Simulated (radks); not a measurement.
Q: All-electron atom: the phosphorus ion P3+ in [Ne] 3s2. All-electron calculation, scalar-relativistic Kohn-Sham, LDA (Slater exchange, Perdew-Wang correlation), spin-polarised, spherical densities, finite nucleus; Fermi nuclear charge, rms radius 3.1889 fm. Program: a radial shooting solver on a logarithmic mesh with Libxc functionals. Some entries of the table are withheld. Estimate them.

| orbital | occ. | eigenvalue (eV) | r(max) (bohr) |
|---|---|---|---|
| 1s | 2 | (1) | (2) |
| 2s | 2 | -211.5543 | 0.4195 |
| 2p | 6 | (3) | (4) |
| 3s | 2 | -45.7432 | 1.468 |

A: 
(1) 1s eigenvalue (eV): -2115.934
(2) 1s r(max) (bohr): 0.06784
(3) 2p eigenvalue (eV): -163.0636
(4) 2p r(max) (bohr): 0.3527
